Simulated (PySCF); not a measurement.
In(Cl)(Br)(vinyl) (C2H3BrClIn), SMILES C=[CH][In]([Cl])[Br].

The structure is a stationary point at B3LYP-D3(BJ)/def2-SVP. The structure was generated by enumeration; whether it is a known compound was not checked. The def2 effective core potentials stand for the cores of In; spin–orbit coupling is left out. One conformer was computed; it need not be the lowest.

Two levels are set side by side: PBE/def2-TZVP (PySCF) and HF/def2-TZVP (PySCF). Same geometry, gas phase. Differences are taken from unrounded values.

```csv
quantity,HF,PBE,PBE minus HF
orbital gap (eV),11.83,4.18,-7.65
highest occupied level (eV),-11.06,-7.01,4.05
lowest empty level (eV),0.78,-2.82,-3.60
dipole moment (D),3.84,3.66,-0.18
mean polarisability (bohr³),86.4,97.6,11.1
```

PBE's occupied levels lie high since its potential decays too fast outside the molecule; exact exchange lowers them and widens the gap. Loosely held outer electrons make PBE densities more polarisable. Differences between two approximate levels are no errors against the true value.

Rough cost on one machine, each run with all the roots and properties that it gave: HF against PBE about 1/3.
